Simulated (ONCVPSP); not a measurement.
# Which change was made? (W, ONCV)

```json
{
  "Element": "W",
  "Generator": "ONCVPSP 4.0.1",
  "Type": "optimised norm-conserving Vanderbilt (ONCV)",
  "Functional": "PBE",
  "Relativity": "scalar-relativistic",
  "Frozen core": "[Kr] 4d10",
  "Valence charge": "28",
  "Reference configuration": "4f14 5s2 5p6 5d4 6s2",
  "Partial waves": "5s+6s: rc 1.60 bohr, ncon 4, nbas 8, qcut 6.1 1/bohr, 2 projectors; 5p: rc 1.75 bohr, ncon 3, nbas 6, qcut 6.3 1/bohr, 2 projectors, debl 1.2 Ha; 5d: rc 2.40 bohr, ncon 4, nbas 8, qcut 6.3 1/bohr, 2 projectors, debl 0.4 Ha; 4f: rc 0.85 bohr, ncon 4, nbas 8, qcut 20.4 1/bohr, 2 projectors, debl 1.8 Ha",
  "Local potential": "polynomial inside 0.65 bohr (lpopt 4, dvloc0 1 Ha)",
  "Core correction": "polynomial model core, fcfact 0.65"
}
```

In the p channel the program set the typed energies aside and used -1.588, 0.250 Ha.

Cutoffs, loose and tight: the cutoffs (Ha) at which the residual kinetic energy of the hardest occupied pseudo-wave falls to 1 and 0.1 mHa per electron. They do not see the model core or the augmentation charge, which bear on the density cutoff. Test errors are all-electron minus pseudo excitation energies from the reference, over the configurations 4f14 5s2 5p6 5d4 6s1; 4f14 5s2 5p6 5d4 6s0; 4f14 5s2 5p6 5d3 6s0; 4f14 5s2 5p6 5d4 6s0 6p2; variants that change the core or the reference have their own tests. The largest error is taken over the tests solved by every variant that gives reliable tests at all, those not shown here included: 4f14 5s2 5p6 5d3 6s0; 4f14 5s2 5p6 5d4 6s0; 4f14 5s2 5p6 5d4 6s0 6p2.

The base gives: outcome: generated, projector energies reset by the program; cutoff, loose: 181 Ha; cutoff, tight: 196 Ha; bound ghosts: s; GHOST(+) flags above zero: p, d; largest test error (meV): -13.

**Question.** After one change the result is: outcome: generated; cutoff, loose: 16 Ha; cutoff, tight: 22 Ha; bound ghosts: s; GHOST(+) flags above zero: none; largest test error (meV): -35. Which change was it?
A. core [Kr] 4d10 4f14 5s2, valence charge 12; reference 5p6 5d5 6s1; waves now 6s: rc 2.75 bohr, ncon 4, nbas 7, qcut 1.9 1/bohr, 1 projector; 5p: rc 1.80 bohr, ncon 4, nbas 9, qcut 7.7 1/bohr, 2 projectors, debl 3.4 Ha; 5d: rc 1.80 bohr, ncon 3, nbas 8, qcut 7.6 1/bohr, local; local potential the d channel
B. d: nbas 9
C. s: qcut 4.8; p: qcut 5; d: qcut 5; f: qcut 16.1
D. all radii but the core radius scaled by about 0.97 (s 1.54, p 1.70, d 2.32, f 0.82 bohr); local potential polynomial inside 0.62 bohr (lpopt 4, dvloc0 1 Ha)
E. non-relativistic

**Answer.** A. The others give: non-relativistic → outcome: generated, projector energies reset by the program; cutoff, loose: 182 Ha; cutoff, tight: 196 Ha; bound ghosts: s, p; GHOST(+) flags above zero: d; largest test error (meV): -1.7 | s: qcut 4.8; p: qcut 5; d: qcut 5; f: qcut 16.1 → outcome: generated, projector energies reset by the program; cutoff, loose: 349 Ha; cutoff, tight: 450 Ha; bound ghosts: s; GHOST(+) flags above zero: p, d; largest test error (meV): -15 | all radii but the core radius scaled by about 0.97 (s 1.54, p 1.70, d 2.32, f 0.82 bohr); local potential polynomial inside 0.62 bohr (lpopt 4, dvloc0 1 Ha) → outcome: generated, projector energies reset by the program; cutoff, loose: 186 Ha; cutoff, tight: 202 Ha; bound ghosts: s, p; GHOST(+) flags above zero: d; largest test error (meV): -13 | d: nbas 9 → outcome: generated, projector energies reset by the program; cutoff, loose: 181 Ha; cutoff, tight: 196 Ha; bound ghosts: s, d; GHOST(+) flags above zero: p; largest test error (meV): -13.
